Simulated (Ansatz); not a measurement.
Molecule: CI₂, charge 1, multiplicity 2. 
Structure (B3LYP-D3(BJ)/def2-TZVP (Ansatz, an electronic-structure program) minimum search):
```xyz
3

C      0.0290    -0.0153     0.6204
I      1.0058     1.5398    -0.0443
I     -1.0091    -1.5381    -0.0259
```
Charge +1, spin multiplicity 2.

**Question.** Give the harmonic wavenumbers at B3LYP-D3(BJ)/def2-TZVP (Ansatz, finite differences of forces, unscaled).

**Answer.** 151, 414, 935 cm⁻¹. Zero-point energy 2.1 kcal/mol.

**Question.** From these and the geometry, give the ideal-gas thermochemistry at 298.15 K and 1 atm (rigid rotor, harmonic oscillator).

**Answer.** Point group C2v, rotational symmetry number 2. Rotational constants 102.3, 0.5885, 0.5851 GHz. S(trans) 42.63, S(rot) 25.24, S(vib) 3.70, S(elec, spin only) 1.38, S 72.9 cal/(mol K). H(298) - H(0) 2.99 kcal/mol; G - E(el) -16.6 kcal/mol.
